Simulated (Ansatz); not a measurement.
Ansatz (a program for electronic structure) input (B3LYP-D3(BJ)/def2-TZVP):

Ansatz 0.2 input:
```yaml
crystal:
  periodic: [false, false, false]
  atoms:
    - {symbol: C, position_ang: [-1.85519172, -1.32641834, 0.05309644]}
    - {symbol: C, position_ang: [-0.97739514, -0.37151961, 0.77935050]}
    - {symbol: C, position_ang: [0.00489145, 0.52967026, 0.08456613]}
    - {symbol: C, position_ang: [0.87502572, 1.23960576, 1.13060507]}
    - {symbol: C, position_ang: [-0.76507703, 1.60286404, -0.71972305]}
    - {symbol: C, position_ang: [0.89179781, -0.25806770, -0.91065314]}
    - {symbol: C, position_ang: [1.73034557, -1.37463700, -0.29572683]}
    - {symbol: H, position_ang: [-2.44781997, -1.92560185, 0.74471246]}
    - {symbol: H, position_ang: [-2.56123775, -0.81404985, -0.61708330]}
    - {symbol: H, position_ang: [-1.28700262, -2.01464667, -0.58180142]}
    - {symbol: H, position_ang: [-1.18569948, -0.17576694, 1.82459167]}
    - {symbol: H, position_ang: [0.25729033, 1.86196076, 1.78154454]}
    - {symbol: H, position_ang: [1.61293786, 1.88567807, 0.64964527]}
    - {symbol: H, position_ang: [1.40604071, 0.52617412, 1.76130684]}
    - {symbol: H, position_ang: [-0.06700259, 2.28332597, -1.21424361]}
    - {symbol: H, position_ang: [-1.38979596, 1.14595194, -1.48895845]}
    - {symbol: H, position_ang: [-1.40882634, 2.19253801, -0.06465161]}
    - {symbol: H, position_ang: [0.25020154, -0.67646047, -1.69092438]}
    - {symbol: H, position_ang: [1.54874840, 0.45685124, -1.41548157]}
    - {symbol: H, position_ang: [2.46830369, -0.98543557, 0.40699643]}
    - {symbol: H, position_ang: [1.10552227, -2.08802888, 0.24502050]}
    - {symbol: H, position_ang: [2.27195972, -1.92147410, -1.06976404]}
basis:
  gaussian:
    orbitals: def2-TZVP
hamiltonian:
  xc: b3lyp
  dispersion: d3bj
magnetization: {spin_polarized: true, initial_magnetization: 1}
phonons: {temperatures: {t_min: 298.15, t_max: 298.15, t_step: 100}}
```

Output:

```
Functional definition: B3LYP
integrals: 0.33 GiB planned
1920 factors; their error is unknown
0.44 GiB of the device are held for the grids
2.16 GiB of device memory are held for the factors and their scratch space
mean field: 2.82 GiB planned
mean field evaluation 1: about -7485.4387 eV, gradient 6.6e1 eV
mean field evaluation 2: about -7467.2133 eV, gradient 8.6e1 eV
mean field evaluation 4: about -7505.7489 eV, gradient 5.5e0 eV
mean field evaluation 8: about -7505.8843 eV, gradient 9.0e-2 eV
mean field evaluation 16: about -7505.8304 eV, gradient 5.2e-4 eV
mean field -7505.83035781 eV, -275.8341780151 hartree, gradient 1.4e-5 eV, S^2 0.754162; 0 other end points of the search recorded, 0 dependent functions left out
the calculation of the forces begins
reference -7505.83070397 eV, -275.8341907360 hartree; 29, 28 occupied and 278, 279 virtual orbitals, 1920 factors
these checks for a lower state are left out or cut short: stability, starts, cluster_reference, orbital_swaps, neighbouring_geometries, increment
integrals: 0.33 GiB planned
1920 factors; their error is unknown
0.44 GiB of the device are held for the grids
2.16 GiB of device memory are held for the factors and their scratch space
mean field: 2.82 GiB planned
mean field -7505.83011481 eV, -275.8341690847 hartree, gradient 2.9e-6 eV, S^2 0.754164; 0 other end points of the search recorded, 0 dependent functions left out
the calculation of the forces begins
reference -7505.83046101 eV, -275.8341818076 hartree; 29, 28 occupied and 278, 279 virtual orbitals, 1920 factors
these checks for a lower state are left out or cut short: stability, starts, cluster_reference, orbital_swaps, neighbouring_geometries, increment
integrals: 0.33 GiB planned
1920 factors; their error is unknown
0.44 GiB of the device are held for the grids
2.16 GiB of device memory are held for the factors and their scratch space
mean field: 2.82 GiB planned
mean field evaluation 32: about -7505.8303 eV, gradient 8.0e-3 eV
mean field -7505.83030006 eV, -275.8341758928 hartree, gradient 2.9e-6 eV, S^2 0.754160; 0 other end points of the search recorded, 0 dependent functions left out
the calculation of the forces begins
reference -7505.83064616 eV, -275.8341886116 hartree; 29, 28 occupied and 278, 279 virtual orbitals, 1920 factors
these checks for a lower state are left out or cut short: stability, starts, cluster_reference, orbital_swaps, neighbouring_geometries, increment
integrals: 0.33 GiB planned
1920 factors; their error is unknown
0.44 GiB of the device are held for the grids
2.16 GiB of device memory are held for the factors and their scratch space
mean field: 2.82 GiB planned
mean field -7505.83013713 eV, -275.8341699050 hartree, gradient 2.9e-6 eV, S^2 0.754158; 0 other end points of the search recorded, 0 dependent functions left out
the calculation of the forces begins
reference -7505.83048333 eV, -275.8341826276 hartree; 29, 28 occupied and 278, 279 virtual orbitals, 1920 factors
these checks for a lower state are left out or cut short: stability, starts, cluster_reference, orbital_swaps, neighbouring_geometries, increment
integrals: 0.33 GiB planned
1920 factors; their error is unknown
0.43 GiB of the device are held for the grids
2.16 GiB of device memory are held for the factors and their scratch space
mean field: 2.82 GiB planned
mean field -7505.83027518 eV, -275.8341749782 hartree, gradient 2.9e-6 eV, S^2 0.754167; 0 other end points of the search recorded, 0 dependent functions left out
[...]
2.16 GiB of device memory are held for the factors and their scratch space
mean field: 2.82 GiB planned
mean field -7505.83025851 eV, -275.8341743658 hartree, gradient 2.9e-6 eV, S^2 0.754162; 0 other end points of the search recorded, 0 dependent functions left out
the calculation of the forces begins
reference -7505.83060465 eV, -275.8341870863 hartree; 29, 28 occupied and 278, 279 virtual orbitals, 1920 factors
these checks for a lower state are left out or cut short: stability, starts, cluster_reference, orbital_swaps, neighbouring_geometries, increment
integrals: 0.33 GiB planned
1920 factors; their error is unknown
0.44 GiB of the device are held for the grids
2.16 GiB of device memory are held for the factors and their scratch space
mean field: 2.82 GiB planned
mean field -7505.83035414 eV, -275.8341778801 hartree, gradient 2.9e-6 eV, S^2 0.754162; 0 other end points of the search recorded, 0 dependent functions left out
the calculation of the forces begins
reference -7505.83070030 eV, -275.8341906014 hartree; 29, 28 occupied and 278, 279 virtual orbitals, 1920 factors
these checks for a lower state are left out or cut short: stability, starts, cluster_reference, orbital_swaps, neighbouring_geometries, increment
integrals: 0.33 GiB planned
1920 factors; their error is unknown
0.44 GiB of the device are held for the grids
2.16 GiB of device memory are held for the factors and their scratch space
mean field: 2.82 GiB planned
mean field -7505.83032327 eV, -275.8341767457 hartree, gradient 2.9e-6 eV, S^2 0.754162; 0 other end points of the search recorded, 0 dependent functions left out
the calculation of the forces begins
reference -7505.83066942 eV, -275.8341894664 hartree; 29, 28 occupied and 278, 279 virtual orbitals, 1920 factors
these checks for a lower state are left out or cut short: stability, starts, cluster_reference, orbital_swaps, neighbouring_geometries, increment
integrals: 0.33 GiB planned
1920 factors; their error is unknown
0.43 GiB of the device are held for the grids
2.16 GiB of device memory are held for the factors and their scratch space
mean field: 2.82 GiB planned
mean field evaluation 896: about -7505.8784 eV, gradient 5.4e-1 eV
mean field -7505.83032168 eV, -275.8341766872 hartree, gradient 2.9e-6 eV, S^2 0.754162; 0 other end points of the search recorded, 0 dependent functions left out
the calculation of the forces begins
reference -7505.83066783 eV, -275.8341894081 hartree; 29, 28 occupied and 278, 279 virtual orbitals, 1920 factors
these checks for a lower state are left out or cut short: stability, starts, cluster_reference, orbital_swaps, neighbouring_geometries, increment
integrals: 0.33 GiB planned
1920 factors; their error is unknown
0.44 GiB of the device are held for the grids
2.16 GiB of device memory are held for the factors and their scratch space
mean field: 2.82 GiB planned
mean field -7505.83034954 eV, -275.8341777109 hartree, gradient 2.9e-6 eV, S^2 0.754162; 0 other end points of the search recorded, 0 dependent functions left out
the calculation of the forces begins
reference -7505.83069572 eV, -275.8341904331 hartree; 29, 28 occupied and 278, 279 virtual orbitals, 1920 factors
these checks for a lower state are left out or cut short: stability, starts, cluster_reference, orbital_swaps, neighbouring_geometries, increment
integrals: 0.33 GiB planned
1920 factors; their error is unknown
0.44 GiB of the device are held for the grids
2.16 GiB of device memory are held for the factors and their scratch space
mean field: 2.82 GiB planned
mean field -7505.83029501 eV, -275.8341757071 hartree, gradient 2.9e-6 eV, S^2 0.754162; 0 other end points of the search recorded, 0 dependent functions left out
the calculation of the forces begins
reference -7505.83064113 eV, -275.8341884268 hartree; 29, 28 occupied and 278, 279 virtual orbitals, 1920 factors
these checks for a lower state are left out or cut short: stability, starts, cluster_reference, orbital_swaps, neighbouring_geometries, increment
integrals: 0.33 GiB planned
1920 factors; their error is unknown
0.44 GiB of the device are held for the grids
2.16 GiB of device memory are held for the factors and their scratch space
mean field: 2.82 GiB planned
mean field -7505.83029740 eV, -275.8341757949 hartree, gradient 2.9e-6 eV, S^2 0.754162; 0 other end points of the search recorded, 0 dependent functions left out
the calculation of the forces begins
reference -7505.83064351 eV, -275.8341885142 hartree; 29, 28 occupied and 278, 279 virtual orbitals, 1920 factors
these checks for a lower state are left out or cut short: stability, starts, cluster_reference, orbital_swaps, neighbouring_geometries, increment
integrals: 0.33 GiB planned
1920 factors; their error is unknown
0.43 GiB of the device are held for the grids
2.16 GiB of device memory are held for the factors and their scratch space
mean field: 2.82 GiB planned
mean field evaluation 928: about -7505.8303 eV, gradient 8.0e-3 eV
mean field -7505.83034621 eV, -275.8341775888 hartree, gradient 2.9e-6 eV, S^2 0.754162; 0 other end points of the search recorded, 0 dependent functions left out
the calculation of the forces begins
reference -7505.83069240 eV, -275.8341903111 hartree; 29, 28 occupied and 278, 279 virtual orbitals, 1920 factors
these checks for a lower state are left out or cut short: stability, starts, cluster_reference, orbital_swaps, neighbouring_geometries, increment
integrals: 0.33 GiB planned
1920 factors; their error is unknown
0.44 GiB of the device are held for the grids
2.16 GiB of device memory are held for the factors and their scratch space
mean field: 2.82 GiB planned
mean field -7505.83028737 eV, -275.8341754263 hartree, gradient 2.9e-6 eV, S^2 0.754162; 0 other end points of the search recorded, 0 dependent functions left out
the calculation of the forces begins
reference -7505.83063348 eV, -275.8341881455 hartree; 29, 28 occupied and 278, 279 virtual orbitals, 1920 factors
these checks for a lower state are left out or cut short: stability, starts, cluster_reference, orbital_swaps, neighbouring_geometries, increment
integrals: 0.33 GiB planned
1920 factors; their error is unknown
0.44 GiB of the device are held for the grids
2.16 GiB of device memory are held for the factors and their scratch space
mean field: 2.82 GiB planned
mean field -7505.83030916 eV, -275.8341762272 hartree, gradient 2.9e-6 eV, S^2 0.754162; 0 other end points of the search recorded, 0 dependent functions left out
the calculation of the forces begins
reference -7505.83065536 eV, -275.8341889498 hartree; 29, 28 occupied and 278, 279 virtual orbitals, 1920 factors
Total energy: -7506.73809990 eV, -275.8675369216 hartree
Atom 0 at    -1.855192    -1.326418     0.053096 Å, force     0.000420    -0.000807    -0.000376 eV/Å
Atom 1 at    -0.977395    -0.371520     0.779350 Å, force    -0.000628     0.001689     0.000404 eV/Å
Atom 2 at     0.004891     0.529670     0.084566 Å, force    -0.000187     0.000595     0.000608 eV/Å
Atom 3 at     0.875026     1.239606     1.130605 Å, force     0.000816     0.000310     0.000538 eV/Å
Atom 4 at    -0.765077     1.602864    -0.719723 Å, force     0.000497    -0.000799     0.000459 eV/Å
Atom 5 at     0.891798    -0.258068    -0.910653 Å, force     0.000861    -0.000972    -0.000941 eV/Å
Atom 6 at     1.730346    -1.374637    -0.295727 Å, force    -0.000611     0.000205     0.000530 eV/Å
Atom 7 at    -2.447820    -1.925602     0.744712 Å, force     0.000245     0.000364    -0.000646 eV/Å
Atom 8 at    -2.561238    -0.814050    -0.617083 Å, force    -0.000028    -0.001305     0.000414 eV/Å
Atom 9 at    -1.287003    -2.014647    -0.581801 Å, force    -0.000450     0.000594     0.000215 eV/Å
Atom 10 at    -1.185699    -0.175767     1.824592 Å, force    -0.000030    -0.000484    -0.000685 eV/Å
Atom 11 at     0.257290     1.861961     1.781545 Å, force    -0.000046    -0.000121    -0.000272 eV/Å
Atom 12 at     1.612938     1.885678     0.649645 Å, force    -0.000209    -0.000189    -0.000465 eV/Å
Atom 13 at     1.406041     0.526174     1.761307 Å, force    -0.000047    -0.000199     0.000000 eV/Å
Atom 14 at    -0.067003     2.283326    -1.214244 Å, force    -0.000033     0.000154    -0.000131 eV/Å
Atom 15 at    -1.389796     1.145952    -1.488958 Å, force    -0.000287     0.000536     0.000192 eV/Å
Atom 16 at    -1.408826     2.192538    -0.064652 Å, force    -0.000162    -0.000286     0.000029 eV/Å
Atom 17 at     0.250202    -0.676460    -1.690924 Å, force    -0.000444     0.000203     0.000177 eV/Å
Atom 18 at     1.548748     0.456851    -1.415482 Å, force     0.000355    -0.000274     0.000153 eV/Å
Atom 19 at     2.468304    -0.985436     0.406996 Å, force     0.000202    -0.000233     0.000029 eV/Å
Atom 20 at     1.105522    -2.088029     0.245021 Å, force    -0.000099     0.000814    -0.000220 eV/Å
Atom 21 at     2.271960    -1.921474    -1.069764 Å, force    -0.000135     0.000206    -0.000016 eV/Å
Dipole moment:    -0.029078     0.005314    -0.034398 e Å
Vibrations: 38.66 93.57 126.44 194.56 231.84 243.13 248.25 279.82 304.78 358.28 385.75 417.89 493.00 532.06 704.18 791.52 865.51 911.57 942.44 989.01 1008.66 1014.68 1040.05 1060.73 1096.98 1121.53 1176.37 1226.95 1263.86 1315.75 1362.38 1381.64 1396.38 1412.39 1413.81 1421.62 1470.58 1483.22 1485.62 1488.22 1497.51 1498.02 1502.33 1510.94 1516.36 2958.01 3016.51 3020.81 3023.65 3030.70 3036.20 3048.14 3082.58 3087.96 3092.35 3093.44 3096.64 3098.16 3105.15 3160.54 cm⁻¹, zero-point energy 5.472022 eV
```

It need not be the lowest isomer of its formula.
